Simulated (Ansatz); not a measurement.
Mulliken charges of GaH3S2Si (`[SiH2]1S[S][GaH]1`) from ωB97M-V/def2-TZVPP in Ansatz (PBE0-D4/def2-TZVP geometry).

```tsv
atom	x (Å)	y (Å)	z (Å)	charge (e)
Si1	-0.753	0.647	0.408	0.091
S2	-0.068	-0.865	1.799	-0.157
S3	1.310	-1.732	0.456	-0.166
Ga4	0.786	-0.295	-1.159	0.224
H5	-0.501	2.021	0.924	-0.010
H6	-2.214	0.529	0.146	-0.010
H7	1.440	-0.305	-2.572	0.027
```

**Question.** By hand: the dipole of these point charges (1 e Å = 4.8032 D).

**Answer.** Σ q r = (-0.033, 0.382, -0.661) e Å, of length 0.764 e Å = 3.67 D.

**Question.** How does the dipole of the full density compare? (Best estimate.)

**Answer.** The calculation gave: (-0.106, 0.349, -0.440) e Å, 2.75 D; the point charges give 1.33 times that, at 12° from its direction.

Point charges leave out the atoms' own dipoles, such as those of lone pairs, and Mulliken's split depends on the basis, so the two needn't agree.
